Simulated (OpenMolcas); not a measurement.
# Ir2+: moving or changing the point charges

Ir2+ among 6 point charges of -1 e arranged as an octahedron (Oh), 1.79 Å from the ion.
```
   1.7900    0.0000    0.0000  -1.00
   0.0000    1.7900    0.0000  -1.00
  -1.7900    0.0000    0.0000  -1.00
   0.0000   -1.7900    0.0000  -1.00
   0.0000    0.0000    1.7900  -1.00
   0.0000    0.0000   -1.7900  -1.00
```

```
Program             : OpenMolcas
Method              : SS-CASPT2, IPEA 0.25 Eh, imaginary shift 0.1 Eh (closed shells correlated: 5s 5p)
Basis               : ANO-RCC-VTZP [8s7p5d3f1g]
Scalar Hamiltonian  : DKH2, point nucleus
Active space        : 7 electrons in 5 orbitals (5d)
State averaging     : 2S+1 = 4 even, 10 roots; 2S+1 = 2 even, 40 roots
Spin-orbit coupling : RASSI with atomic mean-field integrals over the reference wave functions
```

Runs around this geometry, states (labels of O, the rotations of Oh). Energies in cm-1 above the lowest state or level, χT in cm3 K/mol; under a threefold ground state the first gap can be a small split of the lowest multiplet, not the spin-orbit step; 10Dq and B are least-squares fits to the states below 45000 cm-1, weighted by degeneracy, with a free offset, and given where the rms deviation is under 5 % of |10Dq| (or 100 cm-1) and under 700 cm-1.

```
R (Å)  q (e)  Ground state  First state of that spin   10Dq  B (rms of fit)  First gap with spin-orbit (degeneracies)  χT at 300 K  First state of another spin
 1.79  -0.65           4T1                  4T2 7100   7795       557 (380)                                900 (2, 4)        3.378                      2E 7070
  1.7     -1            2E                 2T1 12030  15376       534 (699)                                760 (4, 2)        1.542                       4T1 18
 1.79     -1           4T1                 4T2 11820  12360       548 (483)                                390 (2, 4)        3.221                      2E 2950
 1.94     -1           4T1                  4T2 8100                                                       910 (2, 4)        3.303                      2E 6420
```

Scaling the charges by -0.65 / -1 = 0.65 scales |10Dq| by 7795 / 12360 = 0.63; with fixed orbitals a first-order splitting would follow the charge.

The ground state changes within this set.

Roots that are degenerate in the reference are averaged as groups; the widest CASPT2 spread within a group is 480 cm-1 (the 3-fold group of multiplicity 2 near 13500 cm-1 above the lowest state of its run, R = 1.79, q = -1). Shifts and gaps below about the spread of the groups concerned are not significant. Free-ion shares, where given, are those of the reference states; single-state CASPT2 does not remix them. An orbital triplet at a regular site is open to Jahn-Teller coupling, which can distort the site and quench the lowest spin-orbit gaps and is left out (holds for R = 1.79, q = -0.65; R = 1.79, q = -1; R = 1.94, q = -1). This shell can be high or low spin here, a state of another spin lies low, and with metal d orbitals alone active their balance is uncertain, so the ground spin may be wrong (holds for R = 1.79, q = -0.65; R = 1.79, q = -1; R = 1.94, q = -1). Point charges give a weaker field than real ligands, and real ions of this kind are as a rule low spin; the high spin found here belongs to the model (holds for R = 1.79, q = -0.65; R = 1.79, q = -1; R = 1.94, q = -1). Spin-orbit coupling mixes the spin-free states strongly: the lowest level takes only 46 % from its leading state, 2E (holds for R = 1.7, q = -1). An orbital doublet at a regular site is open to a Jahn-Teller distortion, which this geometry leaves out (holds for R = 1.7, q = -1). This shell can be high or low spin here, a state of another spin lies low, and with metal d orbitals alone active their balance is uncertain, so the ground spin may be wrong, although the usual error favours high spin (holds for R = 1.7, q = -1). Point charges carry no covalency, so the field is a model and not that of real ligands. No measured value stands beside these numbers.
